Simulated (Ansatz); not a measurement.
Diatomic SbTe, multiplicity 4 (an upper state: multiplicity 2 came lower at CCSD(T)/def2-TZVPP on PBE0 minima). No spin–orbit coupling.

The constants come from a fifth-degree fit in 1/R (seven points, main isotopes). Runs in def2 and cc sets follow the lowest solution found near the PBE0 minimum.

Correlated levels freeze the inner cores; with def2 sets outer-core shells near the valence are correlated too.

Run with Ansatz (a quantum-chemistry and plane-wave program).  In def2 rows elements past Kr take small-core potentials, without spin–orbit coupling.

Question: What bond length and harmonic frequency does PBE/def2-TZVPP give?

Answer: r_e = 2.800 Å, ω_e = 184 cm⁻¹.

Question: What bond length and harmonic frequency does CCSD/def2-TZVPP give?

Answer: r_e = 2.780 Å, ω_e = 189 cm⁻¹.

Question: What bond length and harmonic frequency does CCSD(T)/def2-TZVPP give?

Answer: r_e = 2.790 Å, ω_e = 185 cm⁻¹.
